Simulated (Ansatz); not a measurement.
A structure relaxed at r2SCAN-D4/def2-SVP in Ansatz, charge 0, singlet:

```csv
atom,x (Å),y (Å),z (Å)
S1,-7.373,-6.335,7.016
C2,-6.404,-5.491,5.932
C3,-5.634,-4.838,5.235
C4,-4.757,-4.083,4.416
C5,-4.833,-4.164,3.006
C6,-3.975,-3.422,2.206
C7,-3.002,-2.569,2.781
C8,-2.125,-1.814,1.964
C9,-1.366,-1.160,1.257
C10,-0.488,-0.405,0.441
C11,0.510,0.418,1.018
C12,1.371,1.157,0.219
C13,1.272,1.108,-1.193
C14,2.152,1.860,-2.008
C15,2.915,2.510,-2.714
C16,3.799,3.260,-3.531
C17,4.829,4.042,-2.961
C18,5.698,4.776,-3.761
C19,5.567,4.754,-5.161
S20,6.628,5.656,-6.245
C21,4.544,3.980,-5.740
C22,3.677,3.247,-4.940
C23,0.272,0.288,-1.769
C24,-0.589,-0.452,-0.970
C25,-2.927,-2.492,4.192
C26,-3.786,-3.231,4.993
H27,-8.167,-6.948,6.102
H28,-5.579,-4.819,2.549
H29,-4.042,-3.493,1.118
H30,0.596,0.463,2.107
H31,2.139,1.786,0.675
H32,4.941,4.065,-1.874
H33,6.487,5.371,-3.292
H34,7.401,6.207,-5.284
H35,4.430,3.955,-6.828
H36,2.886,2.649,-5.400
H37,0.185,0.242,-2.858
H38,-1.357,-1.082,-1.426
H39,-2.180,-1.837,4.648
H40,-3.718,-3.160,6.081
```

Question: Give its formula, name or SMILES.

Answer: `SC#Cc1ccc(C#Cc2ccc(C#Cc3ccc(S)cc3)cc2)cc1`.

Question: Summarise the bond lengths by kind (pairs closer than 1.2 times the sum of covalent radii, bridged metal pairs left out).

Answer: 26 × C–C 1.23 to 1.42 Å; 2 × C–S 1.68 to 1.77 Å; 12 × C–H 1.09 Å; 2 × H–S 1.35 to 1.36 Å.

Single mean-field runs in def2-SVP are fitted with def2-universal-jkfit.
